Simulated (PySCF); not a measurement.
Relaxation of quintet RhH₄⁻

Computed with UPBE0/[Rh def2-TZVPD with ECP28, H def2-TZVPD], scalar-relativistic core potentials, density fitting, no spin–orbit coupling, PySCF. A (50,194) grid was used.

A start displaced from a saddle point along its imaginary mode, of C2v symmetry, held to at least that symmetry:

```xyz
5
charge -1 multiplicity 5, angstrom
Rh    0.0110   -0.0105    0.0000
H     1.5739    0.5010   -0.1981
H    -1.0742    1.1483    0.6448
H    -1.1959    1.0209   -0.6448
H    -0.4290   -1.5950    0.1981
```

(1) What does it relax to?

(2) How much energy is released, and in how many steps?

## Answers

(1) It ends at D2d with Rh–H 1.693 Å (×4); H–Rh–H 108.3° (×4), H–Rh–H 111.8° (×2) (after a last refinement on a finer grid). A frequency run shows a minimum. Other isomers or separated fragments may lie lower.

(2) 29.6 kJ/mol in 16 steps.

Other spin states or occupations of the open shell can lie lower. At this level a singlet minimum of C2v symmetry lies 256 kJ/mol below this structure.
